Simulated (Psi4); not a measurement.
BCl, charge +1, doublet, geometry from GFN2-xTB (the spin is typed, not shown lowest); CISD/def2-SVP (Psi4).

Input for Psi4:
```
memory 2 GB

molecule {
1 2
  B    -0.00000000   -0.00000000   -1.16598762
  Cl    0.00000000    0.00000000    0.34293754
}

set basis def2-svp
set reference uhf

energy('cisd')
print_variables()
```

The log (banner, timings and long lists left out):

```
Traceback (most recent call last):
  File "psi4", line 375, in <module>
  File "<string>", line 23, in <module>
  File "site-packages/psi4/driver/driver.py", line 461, in energy
  File "site-packages/psi4/driver/task_planner.py", line 255, in task_planner
  File "site-packages/psi4/driver/driver_util.py", line 222, in negotiate_derivative_type
  File "site-packages/psi4/driver/driver_util.py", line 355, in highest_analytic_derivative_available

psi4.driver.p4util.exceptions.MissingMethodError: Method=cisd is not available for any derivative level under conditions CI_TYPE=CONV, REFERENCE=UHF, FREEZE_CORE=FALSE, QC_MODULE=(auto). See https://psicode.org/psi4manual/master/introduction.html#ss-cisd. Or did you mean? ccd ccsd cisdt cisdtq qcisd lccsd ci2 ci3 ci4 ci5 ci6 ci7 ci8 ci9 ci10 ci11 ci12 ci13 ci14 ci15 ci16 ci17 ci18 ci19 ci20 ci21 ci22 ci23 ci24 ci25 ci26 ci27 ci28 ci29 ci30 ci31 ci32 ci33 ci34 ci35 ci36 ci37 ci38 ci39 ci40 ci41 ci42 ci43 ci44 ci45 ci46 ci47 ci48 ci49 ci50 ci51 ci52 ci53 ci54 ci55 ci56 ci57 ci58 ci59 ci60 ci61 ci62 ci63 ci64 ci65 ci66 ci67 ci68 ci69 ci70 ci71 ci72 ci73 ci74 ci75 ci76 ci77 ci78 ci79 ci80 ci81 ci82 ci83 ci84 ci85 ci86 ci87 ci88 ci89 ci90 ci91 ci92 ci93 ci94 ci95 ci96 ci97 ci98

Printing out the relevant lines from the Psithon --> Python processed input file:
      Cl    0.00000000    0.00000000    0.34293754
    """)
    core.IO.set_default_namespace("")
    core.set_global_option("BASIS", "def2-svp")
    core.set_global_option("REFERENCE", "uhf")
--> energy('cisd')
    print_variables()

!----------------------------------------------------------------------------------!
!                                                                                  !
!  Method=cisd is not available for any derivative level under conditions          !
!     CI_TYPE=CONV, REFERENCE=UHF, FREEZE_CORE=FALSE, QC_MODULE=(auto). See        !
!     https://psicode.org/psi4manual/master/introduction.html#ss-cisd. Or did you  !
!     mean? ccd ccsd cisdt cisdtq qcisd lccsd ci2 ci3 ci4 ci5 ci6 ci7 ci8 ci9 ci10 !
!     ci11 ci12 ci13 ci14 ci15 ci16 ci17 ci18 ci19 ci20 ci21 ci22 ci23 ci24 ci25   !
!     ci26 ci27 ci28 ci29 ci30 ci31 ci32 ci33 ci34 ci35 ci36 ci37 ci38 ci39 ci40   !
!     ci41 ci42 ci43 ci44 ci45 ci46 ci47 ci48 ci49 ci50 ci51 ci52 ci53 ci54 ci55   !
!     ci56 ci57 ci58 ci59 ci60 ci61 ci62 ci63 ci64 ci65 ci66 ci67 ci68 ci69 ci70   !
!     ci71 ci72 ci73 ci74 ci75 ci76 ci77 ci78 ci79 ci80 ci81 ci82 ci83 ci84 ci85   !
!     ci86 ci87 ci88 ci89 ci90 ci91 ci92 ci93 ci94 ci95 ci96 ci97 ci98             !
!                                                                                  !
!----------------------------------------------------------------------------------!
```

The program refused the input.
